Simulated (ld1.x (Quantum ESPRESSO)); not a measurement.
**Debugging a pseudopotential input (Mg, ld1.x (Quantum ESPRESSO) 7.5)**

Command:

```bash
ld1.x < Mg.in > Mg.out
```

Input:

```
&input
   title='Mg', zed=12., rel=1, dft='PBESOL', iswitch=3,
   config='[Ne] 3s2 3p0',
   nld=2, rlderiv=1.25, eminld=-8.0, emaxld=5.0, deld=0.04
 /
 &inputp
   pseudotype=3, tm=.true., lloc=-1, rcloc=1.10,
   nlcc=.true., rcore=0.02,
   which_augfun='PSQ', rmatch_augfun=0.85,
   file_pseudopw='Mg.UPF', file_wfcaegen='ae.wfc', file_wfcncgen='nc.wfc', file_beta='beta', file_chi='chi', file_wfcusgen='us.wfc'
 /
4
2S  1  0   2.00   0.00  0.95  1.05  0.0
3S  2  0   2.00   0.00  0.95  1.05  0.0
2P  2  1   6.00   0.00  1.05  1.15  0.0
3P  3  1   0.00   0.00  1.05  1.15  0.0
 &test
   configts(1)='2s2 2p6 3s2 3p0'
 /
```

This is an input that runs to its end, with one change: rcore set to 0.02 bohr.

Question: How does the run end?

Answer: The program runs through. The occupied levels of the test differ from the all-electron ones by at most 0.00006 Ry (unchanged input: 0.00006 Ry).

```

     Etot =    -399.681241 Ry,    -199.840621 Ha,   -5437.940313 eV
     Etotps =  -140.417736 Ry,     -70.208868 Ha,   -1910.480626 eV

     Ekin =      39.136538 Ry,      19.568269 Ha,     532.479730 eV
     Encl =    -250.143545 Ry,    -125.071773 Ha,   -3403.376313 eV
     Ehrt =      98.628746 Ry,      49.314373 Ha,    1341.912446 eV
     Ecxc =     -31.597985 Ry,     -15.798993 Ha,    -429.912491 eV
     (Ecc =     -13.620693 Ry,      -6.810346 Ha,    -185.318968 eV)
     Epseu=       3.558511 Ry,       1.779255 Ha,      48.416003 eV

     ---------------------- End of pseudopotential test ----------------------
```
